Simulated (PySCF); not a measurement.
# Spin states and ions at one geometry of [Bi(SiH3)3]2+

PySCF 2.14.0, RKS r2SCAN, Bi def2-SVP with ECP60, Si def2-SVP, H def2-SVP; non-relativistic Hamiltonian with scalar-relativistic core potentials where named; density fitting; no spin-orbit coupling; singlets restricted, open shells unrestricted. The geometry is relaxed for charge +2, singlet, vacuum:

```xyz
13

Bi    0.0000    0.0000   -0.5380
Si    2.7652    0.0000   -0.6987
H     3.1147   -1.2773   -0.0345
H     2.7819    0.0000   -2.1901
H     3.1147    1.2774   -0.0345
Si   -1.3826    2.3947   -0.6987
H    -0.4511    3.3361   -0.0345
H    -1.3909    2.4092   -2.1901
H    -2.6636    2.0587   -0.0345
Si   -1.3826   -2.3948   -0.6987
H    -2.6635   -2.0587   -0.0345
H    -1.3909   -2.4092   -2.1901
H    -0.4511   -3.3361   -0.0345
```

Energies count from the relaxed state; an electron taken off or put on is at rest in vacuum. Charges and spins are Mulliken's.

| state | energy (eV) | spin squared | charge on Bi1 (e) | spin on Bi1 (e) | dipole about the centre of mass (D) |
| --- | --- | --- | --- | --- | --- |
| charge +2, singlet, vacuum | 0.00 | 0.00 | 0.49 | 0.00 | 0.52 |
| charge +2, triplet, vacuum | 1.30 | 2.01 | 0.28 | 1.54 | 1.53 |
| charge +1, doublet, vacuum | -12.13 | 0.76 | 0.04 | 1.10 | 0.29 |

Problem. What does the state charge +3, doublet, vacuum give?

Solution. energy (eV) 18.55, spin squared 0.76, charge on Bi1 (e) 0.74, spin on Bi1 (e) 0.52, dipole about the centre of mass (D) 1.12.

With an electron taken off (doublet) the charges change, summed by element, by Bi +0.24 e, Si +0.17 e, H +0.58 e. The vertical ionisation energy is 18.55 eV, against −ε(HOMO) = 16.25 eV of the relaxed state. The level lies 2.3 eV too high, as is usual for semilocal functionals and global hybrids, which keep a self-interaction error.

With an electron put on (doublet) the charges change, summed by element, by Bi -0.45 e, Si -0.09 e, H -0.46 e. The vertical electron affinity is 12.13 eV, against −ε(LUMO) = 14.38 eV of the relaxed state.

Open shells may have lower solutions than those found.

No frequency check is given that shows the relaxed geometry to be a minimum.
